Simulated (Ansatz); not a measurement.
C$_{7}$H$_{6}$O$_{2}$ (`O=C(O)c1ccccc1`), relaxed with RKS PBE0-D4/def2-TZVP in the Gaussian-basis code of Ansatz from a PBE-D4/def2-SVP geometry. The force threshold is 0.005 eV/Å; the program also tests the step.

The species carries charge 0 and has multiplicity 1.

Start:

```xyz
15

O    -2.037   -1.101    1.895
C    -1.861   -0.448    0.881
O    -2.891    0.089    0.173
C    -0.529   -0.147    0.280
C    -0.389    0.620   -0.894
C     0.888    0.872   -1.414
C     2.026    0.361   -0.767
C     1.888   -0.403    0.404
C     0.614   -0.657    0.928
H    -3.700   -0.175    0.661
H    -1.286    1.014   -1.390
H     0.998    1.470   -2.332
H     3.027    0.561   -1.178
H     2.780   -0.803    0.910
H     0.473   -1.252    1.842
```

```csv
step,energy (eV),largest force (eV/Å),largest move (Å)
1,-11442.8851,1.043,0.000
2,-11442.9738,0.257,0.032
3,-11442.9800,0.062,0.011
4,-11442.9802,0.035,0.003
5,-11442.9802,0.012,0.003
6,-11442.9802,0.002,0.001
```

End:

```xyz
15

O    -2.015   -1.091    1.871
C    -1.841   -0.444    0.871
O    -2.864    0.088    0.177
C    -0.519   -0.146    0.277
C    -0.383    0.611   -0.883
C     0.878    0.861   -1.398
C     2.002    0.357   -0.758
C     1.868   -0.398    0.399
C     0.610   -0.650    0.917
H    -3.668   -0.167    0.649
H    -1.265    0.999   -1.375
H     0.986    1.450   -2.301
H     2.988    0.555   -1.163
H     2.746   -0.790    0.898
H     0.476   -1.236    1.818
```

It took 26 s on 2 threads of an AMD EPYC 7R13 on a shared host and a share of an NVIDIA H100 80 GB, with 0.93 GiB of host memory at the peak.
